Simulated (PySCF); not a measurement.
H5N2O2Ta, multiplicity 1. Atoms are numbered in the order given.

```xyz
10

Ta     0.0192     0.0169     0.0000
N     -0.1600     1.7792     0.0000
H     -0.1764     2.7907     0.0000
O      0.9445    -0.6075     1.5609
H      1.2524    -0.2141     2.3797
O      0.9445    -0.6075    -1.5609
H      1.2524    -0.2141    -2.3797
N     -1.8487    -0.6553     0.0000
H     -2.0850    -1.6452     0.0000
H     -2.6969    -0.0992     0.0000
```
Charge 0, spin multiplicity 1.

The structure is a stationary point at PBE0-D3(BJ)/def2-SVP. The spin state was assumed, not searched. The structure was generated by enumeration; whether it is a known compound was not checked. The def2 effective core potentials stand for the cores of Ta; spin–orbit coupling is left out. Other conformers were not sampled.

Calculation: CAM-B3LYP/def2-TZVP in PySCF.

ESP charges are fitted to the potential on shells at 1.4 to 2.0 van der Waals radii. Atomic charges (e):

```tsv
atom	Löwdin	ESP fit
Ta1	0.73	1.75
N2	-0.42	-1.16
H3	0.13	0.48
O4	-0.33	-0.78
H5	0.17	0.42
O6	-0.33	-0.78
H7	0.17	0.42
N8	-0.41	-1.16
H9	0.15	0.41
H10	0.15	0.41
```
